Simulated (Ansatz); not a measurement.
Stepwise reaction of `FB(S)S` with ammonia, as a gas-phase model of exchange steps in deposition or etching. ΔE in kJ/mol.

Computed with Ansatz on PBE0-D4/def2-TZVP structures; ΔE is electronic, products minus reactants. CCSD(T)/CBS adds triple-zeta CCSD(T) − MP2 to the extrapolated MP2 energy (def2 sets, frozen cores). This one scheme is used for every species. Functionals use def2-TZVPP. B3LYP here is the variant with VWN-RPA as its local correlation; programs differ in this. Each species was taken in one conformer, which may not be the lowest.

```json
{"step": "1", "reaction": "`FB(S)S` + NH₃ → `NB(F)S` + H₂S", "PBE-D4": "-38.9", "B3LYP-D4": "-48.9", "ωB97M-V": "-49.7", "CCSD(T)/CBS": "-46.0"}
```

Problem. Give the row of step 2, `NB(F)S` + NH₃ → `NB(N)F` + H₂S. (An estimate is asked.)

Solution. The calculation gave: 
| step | reaction | PBE-D4 | B3LYP-D4 | ωB97M-V | CCSD(T)/CBS |
| --- | --- | --- | --- | --- | --- |
| 2 | `NB(F)S` + NH₃ → `NB(N)F` + H₂S | -23.9 | -33.5 | -33.3 | -31.1 |

Problem. By hand: ΔE of the 2 steps together at CCSD(T)/CBS.

Solution. (-46.0) + (-31.1) = -77.1 kJ/mol, or -38.5 kJ/mol a step.

In ΔE each step is higher than the one before. All are downhill at CCSD(T)/CBS. PBE-D4 differs from CCSD(T)/CBS by 7.1 to 7.2 kJ/mol a step. Isolated molecules leave out the surface, adducts and barriers. Largest T1 diagnostic: 0.013.
